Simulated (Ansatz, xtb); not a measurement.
# Two isomers of C6H5Cl2N

Structure a: `C=C=CC(Cl)(Cl)CC#N`, a singlet. Structure b: `C=C(C#N)C(=C)C(Cl)Cl`, a singlet. Both are isolated molecules in the gas phase, relaxed with PBE-D3(BJ)/def2-SVP; each stands in its lowest conformer found.

Quicker runs give these differences E(b) − E(a): GFN2-xTB −16.8 kJ/mol; HF/STO-3G −43.0 kJ/mol (at GFN2-xTB geometries); r2SCAN-D4/def2-SVP −33.5 kJ/mol (at GFN2-xTB geometries).

Q: Estimate E(b) − E(a) at the level CCSD(T)/def2-SVP + ΔMP2/def2-TZVPP.

A: Calculated at CCSD(T)/def2-SVP + ΔMP2/def2-TZVPP: E(b) − E(a) = −42.6 kJ/mol, so structure b lies lower.

The same difference at several levels:

```
                             level             geometry  E(b) − E(a) (kJ/mol)  departure from the last row (kJ/mol)  job, with rough time for the two
                          GFN2-xTB             GFN2-xTB                   −16.8                                 +25.8              optimisation, 0.42 s
                         HF/STO-3G             GFN2-xTB                   −43.0                                  −0.4              single point, 0.62 s
                r2SCAN-D4/def2-SVP             GFN2-xTB                   −33.5                                  +9.0               single point, 5.6 s
               PBE-D3(BJ)/def2-SVP  PBE-D3(BJ)/def2-SVP                   −36.5                                  +6.1                optimisation, 46 s
                       HF/def2-SVP  PBE-D3(BJ)/def2-SVP                   −43.5                                  −1.0           part of the CCSD(T) run
                      MP2/def2-SVP  PBE-D3(BJ)/def2-SVP                   −45.7                                  −3.1           part of the CCSD(T) run
                  CCSD(T)/def2-SVP  PBE-D3(BJ)/def2-SVP                   −44.7                                  −2.1                      single point
CCSD(T)/def2-SVP + ΔMP2/def2-TZVPP  PBE-D3(BJ)/def2-SVP                   −42.6                                                   single point, 2.6 min
```

As drawn, both hold the same kinds of bond in the same numbers.

The levels shown agree on the order. The largest departure from CCSD(T)/def2-SVP + ΔMP2/def2-TZVPP is that of GFN2-xTB, 25.8 kJ/mol. The last row adds to CCSD(T) the change of the MP2 difference between the two basis sets, here +2.1 kJ/mol.

With thermal terms from frequencies at re-optimised GFN2-xTB minima (ideal gas, soft modes damped towards free rotors, one conformer each, 298.15 K, 1 atm): on the last row, ΔE + ΔZPE = −39.2, ΔH = −40.1, ΔG = −38.2 kJ/mol.

The correlated steps freeze 17 core orbitals. Programs: Ansatz 0.2.0, xtb 6.7.1; the last row on 4 threads of Arm Neoverse V1 on a shared host.
